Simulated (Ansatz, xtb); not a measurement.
**Relative energy of two isomers of C5H6OSe**

Structure X is `Cc1[se]ccc1O`, a singlet and structure Y is `Cc1c[se]cc1O`, a singlet. Both are isolated molecules in the gas phase, relaxed with PBE-D3(BJ)/def2-SVP; the shapes shown needn't be the lowest conformers.

X (Å):

```json
{"atom": "C", "x (Å)": "-0.6478", "y (Å)": "0.0841", "z (Å)": "-1.3906"}
{"atom": "C", "x (Å)": "0.0087", "y (Å)": "-0.3928", "z (Å)": "-0.1308"}
{"atom": "C", "x (Å)": "1.2543", "y (Å)": "-1.6197", "z (Å)": "1.8070"}
{"atom": "C", "x (Å)": "0.7715", "y (Å)": "-0.3759", "z (Å)": "2.1369"}
{"atom": "C", "x (Å)": "0.0862", "y (Å)": "0.2988", "z (Å)": "1.0693"}
{"atom": "O", "x (Å)": "-0.4339", "y (Å)": "1.5432", "z (Å)": "1.2896"}
{"atom": "Se", "x (Å)": "0.8636", "y (Å)": "-2.0652", "z (Å)": "0.0319"}
{"atom": "H", "x (Å)": "-0.5712", "y (Å)": "-0.6602", "z (Å)": "-2.2063"}
{"atom": "H", "x (Å)": "-0.1838", "y (Å)": "1.0213", "z (Å)": "-1.7738"}
{"atom": "H", "x (Å)": "-1.7340", "y (Å)": "0.2827", "z (Å)": "-1.2454"}
{"atom": "H", "x (Å)": "1.8059", "y (Å)": "-2.3155", "z (Å)": "2.4502"}
{"atom": "H", "x (Å)": "0.8887", "y (Å)": "0.0840", "z (Å)": "3.1283"}
{"atom": "H", "x (Å)": "-0.8587", "y (Å)": "1.8483", "z (Å)": "0.4668"}
```

Y (Å):

```yaml
atoms:
  - { symbol: C, position_ang: [-0.3869, -0.8444, -1.0283] }
  - { symbol: C, position_ang: [0.0909, -0.5819, 0.3729] }
  - { symbol: C, position_ang: [0.4624, -1.5511, 1.2805] }
  - { symbol: C, position_ang: [0.6517, 0.8646, 2.1950] }
  - { symbol: C, position_ang: [0.2006, 0.7668, 0.8940] }
  - { symbol: O, position_ang: [-0.1184, 1.8704, 0.1568] }
  - { symbol: Se, position_ang: [0.9983, -0.8259, 2.9186] }
  - { symbol: H, position_ang: [-0.4056, -1.9273, -1.2535] }
  - { symbol: H, position_ang: [0.2723, -0.3649, -1.7864] }
  - { symbol: H, position_ang: [-1.4183, -0.4593, -1.1924] }
  - { symbol: H, position_ang: [0.4647, -2.6363, 1.1194] }
  - { symbol: H, position_ang: [0.8020, 1.7862, 2.7675] }
  - { symbol: H, position_ang: [-0.4137, 1.5722, -0.7228] }
```

Quicker runs give these differences E(Y) − E(X): GFN2-xTB −2.04 kcal/mol; HF/STO-3G −0.17 kcal/mol (at GFN2-xTB geometries); r2SCAN-D4/def2-SVP −0.14 kcal/mol (at GFN2-xTB geometries).

**Question.** Estimate E(Y) − E(X) at the level CCSD(T)/def2-SVP + ΔMP2/def2-TZVPP.

**Answer.** CCSD(T)/def2-SVP + ΔMP2/def2-TZVPP gives E(Y) − E(X) = −0.42 kcal/mol, slightly favouring structure Y, which is too small a margin to settle the true order.

Level by level:

| level | geometry | E(Y) − E(X) (kcal/mol) | departure from the last row (kcal/mol) | job, with rough time for the two |
| --- | --- | --- | --- | --- |
| GFN2-xTB | GFN2-xTB | −2.04 | −1.62 | optimisation, 0.16 s |
| HF/STO-3G | GFN2-xTB | −0.17 | +0.25 | single point, 0.86 s |
| r2SCAN-D4/def2-SVP | GFN2-xTB | −0.14 | +0.28 | single point, 8.7 s |
| PBE-D3(BJ)/def2-SVP | PBE-D3(BJ)/def2-SVP | −0.09 | +0.33 | optimisation, 33 s |
| HF/def2-SVP | PBE-D3(BJ)/def2-SVP | +0.06 | +0.48 | part of the CCSD(T) run |
| MP2/def2-SVP | PBE-D3(BJ)/def2-SVP | +0.07 | +0.49 | part of the CCSD(T) run |
| CCSD(T)/def2-SVP | PBE-D3(BJ)/def2-SVP | −0.10 | +0.32 | single point |
| CCSD(T)/def2-SVP + ΔMP2/def2-TZVPP | PBE-D3(BJ)/def2-SVP | −0.42 |  | single point, 3.9 min |

As drawn, both hold the same kinds of bond in the same numbers.

The largest departure from CCSD(T)/def2-SVP + ΔMP2/def2-TZVPP is that of GFN2-xTB, 1.62 kcal/mol. The last row adds to CCSD(T) the change of the MP2 difference between the two basis sets, here −0.32 kcal/mol.

With thermal terms from frequencies at re-optimised GFN2-xTB minima (ideal gas, soft modes damped towards free rotors, one conformer each, 298.15 K, 1 atm): the zero-point term adds −0.02 kcal/mol; ΔH is −0.52 and ΔG −0.27 kcal/mol.

The correlated steps freeze 15 core orbitals; the filled d shell of Se is correlated, in a basis made for valence electrons. Programs: Ansatz 0.2.0, xtb 6.7.1; the last row on 2 threads of Arm Neoverse V1 on a shared host.
